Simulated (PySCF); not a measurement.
# Frontier orbitals and the lowest excitations

C8H5O2 (charge -1).
SMILES with atom numbers: `[O:1]=[C:2]([O-:3])[c:4]1[cH:5][cH:6][c:7]2[c:8]([cH:9]1)[CH2:10]2` (hydrogens: H11 on C5; H12 on C6; H13 on C9; H14, H15 on C10)

Cartesian coordinates in Å at the PBE0-D3(BJ)/def2-SVP level; atoms count from 1:
```xyz
15
C8H5O2 angstrom
O      3.435   -0.666    0.707
C      2.541   -1.049   -0.070
O      2.584   -1.876   -0.999
C      1.149   -0.395    0.152
C      0.976    0.533    1.194
C     -0.252    1.163    1.469
C     -1.270    0.785    0.613
C     -1.109   -0.102   -0.392
C      0.076   -0.747   -0.692
C     -2.474    0.480   -0.219
H      1.877    0.731    1.782
H     -0.355    1.880    2.291
H      0.270   -1.477   -1.482
H     -3.290   -0.137    0.198
H     -2.852    1.229   -0.937
```

Method used: PySCF 2.14.0, density-fitted response routines, TDDFT PBE0/def2-SVPD, vertical, gas phase, core orbitals frozen in the response. The geometry's basis has no diffuse functions, a weakness for an anion.

Kohn–Sham orbitals with the atoms that hold most of them (Löwdin shares over 4%, at most four atoms; ? is withheld):

```csv
orbital,ε (eV),atoms
LUMO+2,3.44,"C10 36%, H15 16%, H14 16%, C7 10%"
LUMO+1,3.36,"C5 21%, C8 18%, C4 15%, C7 14%"
LUMO,2.99,?
HOMO,?,?
HOMO-1,-2.15,"O1 36%, O3 33%, C4 13%, C2 12%"
HOMO-2,-2.41,"O1 43%, O3 42%, C2 12%"
HOMO-3,-3.18,"C4 20%, C5 17%, C7 17%, C8 10%"
```

(1) Which atoms hold the HOMO, and with what shares?

(2) Give the leading atoms of the LUMO.

(3) What is the HOMO energy, and the HOMO–LUMO gap?

## Answers

(1) O3 (bonded to C) 46%; O1 (bonded to C) 42%; C2 (bonded to C and 2 O) 6%. By element: oxygen 88%, carbon 6% or more.

(2) C9 (bonded to 2 C and H) 21%; C6 (bonded to 2 C and H) 19%; C4 (bonded to 3 C) 13%; C7 (bonded to 3 C) 10%.

(3) ε(HOMO) = -2.01 eV; the gap is 5.00 eV (0.1837 hartree).

Problem. How does S1 compare with the orbital gap of 5.00 eV?

Solution. S1 is at 3.85 eV (f = 0.0000), 1.15 eV below the gap, made of HOMO→LUMO (85%), HOMO→LUMO+1 (13%). Without the coupling terms of the response equations the lowest excitation would equal the gap.

Problem. One configuration dominates each of S1, S2, S3, S4, S5 and S6. Which, and how do the shares of the two leading atoms of either orbital change from the occupied to the empty one?

Solution. 
- S1 (3.85 eV, f 0.0000), HOMO→LUMO (85%): O3 46% → at most 11%, O1 42% → at most 11%, C9 at most 4% → 21%, C6 at most 4% → 19%
- S2 (3.92 eV, f 0.0000), HOMO-1→LUMO (91%): O1 36% → at most 11%, O3 33% → at most 11%, C9 at most 6% → 21%, C6 at most 6% → 19%
- S3 (4.25 eV, f 0.0001), HOMO→LUMO+1 (82%): O3 46% → at most 14%, O1 42% → at most 14%, C5 at most 4% → 21%, C8 at most 4% → 18%
- S4 (4.29 eV, f 0.0000), HOMO-1→LUMO+1 (88%): O1 36% → at most 14%, O3 33% → at most 14%, C5 at most 6% → 21%, C8 at most 6% → 18%
- S5 (4.50 eV, f 0.012), HOMO-2→LUMO (99%): O1 43% → at most 11%, O3 42% → at most 11%, C9 at most 3% → 21%, C6 at most 3% → 19%
- S6 (4.85 eV, f 0.0095), HOMO-2→LUMO+1 (95%): O1 43% → at most 14%, O3 42% → at most 14%, C5 at most 3% → 21%, C8 at most 3% → 18%

Löwdin shares depend on the basis, the more so with diffuse functions.
